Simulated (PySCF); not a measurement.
A GIAO shielding run with PySCF 2.14.0 with density-fitted response routines (density fitting, non-relativistic, gas phase) on SMILES C#C[SiH2]S[Si@@H](C)CC=O, C$_{5}$H$_{10}$OSSi$_{2}$:

```
$ OMP_NUM_THREADS=1 python probes_run.py task.json out

{"job": {"kind": "nmr", "xc": "PBE0", "basis": "pcSseg-1"}, "charge": 0, "multiplicity": 1}
C      4.424978    -1.310702     1.934980
C      3.639338    -0.952697     1.097580
Si     2.417229    -0.393580    -0.161381
S      0.477127    -0.933892     0.646058
Si    -0.860423     0.448351    -0.305316
C     -0.659070     0.413616    -2.193466
C     -2.614840    -0.165088     0.153585
C     -2.798568     0.073893     1.599473
O     -3.283423     1.063572     2.081135
H      5.113198    -1.626947     2.665578
H      2.584585    -1.111075    -1.421361
H      2.449611     1.056778    -0.324934
H     -0.617429     1.787938     0.227851
H      0.350976     0.695001    -2.475777
H     -0.850662    -0.577403    -2.596599
H     -1.341026     1.106198    -2.676405
H     -2.703582    -1.223265    -0.079727
H     -3.339820     0.408506    -0.419613
H     -2.398004    -0.734789     2.240878
```

Hardware: 1 thread of an Arm Neoverse N1, shared host. The job also computes population analyses, field gradients.

Q: How large is the calculation?

A: 92 electrons, 224 basis functions and 1231 auxiliary functions.

Q: How long does it take, and how much memory does it need?

A: 95 s of wall time, with 14 SCF cycles and 5 response iterations; peak memory 1.1 GiB. Times on a shared host scatter by some tens of per cent.
